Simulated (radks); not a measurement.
Results of a calculation; reference values are marked as such.
Q: Neutral holmium: order these configurations by energy. Level of theory: scalar-relativistic Kohn-Sham, LDA (Slater exchange, Perdew-Wang correlation), spin-polarised, spherical densities, finite nucleus; Fermi nuclear charge, rms radius of each element as measured or else 0.836 A^(1/3) + 0.57 fm (a radial shooting solver on a logarithmic mesh with Libxc functionals). Open shells are filled with parallel spins first. [Xe] 4f10 5d1 6s2; [Xe] 4f10 6s2 6p1; [Xe] 4f11 5d1 6s1; [Xe] 4f11 6s1 6p1; [Xe] 4f11 6s2.

A: From the lowest, in eV above it: [Xe] 4f11 6s2 0.000; [Xe] 4f11 5d1 6s1 2.252; [Xe] 4f11 6s1 6p1 2.343; [Xe] 4f10 5d1 6s2 2.926; [Xe] 4f10 6s2 6p1 4.660.
